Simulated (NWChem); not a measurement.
# InF$_{2}$ cation; SMILES [F][In+][F]

```xyz
3

In     0.0000     0.0000     0.0000
F      0.0000     0.0000     1.8756
F      0.0000     0.0000    -1.8756
```
Atoms are numbered in this order, from 1.

Structure relaxed at the PBE0/def2-SVP level. def2 effective core potentials on In; no spin-orbit coupling.

Task: List the 4 lowest vertical singlet excitations from PBE/def2-SVP with def2 effective core potentials on In, TDA (NWChem).

Result: 
```
state  energy (eV)  oscillator strength  leading excitation (squared amplitude)
-----  -----------  -------------------  --------------------------------------
S1            4.29                0.000                      HOMO → LUMO (0.93)
S2            4.29                0.000                    HOMO−1 → LUMO (0.93)
S3            4.74                0.019                    HOMO−2 → LUMO (0.98)
S4            4.74                0.019                    HOMO−3 → LUMO (0.98)
```
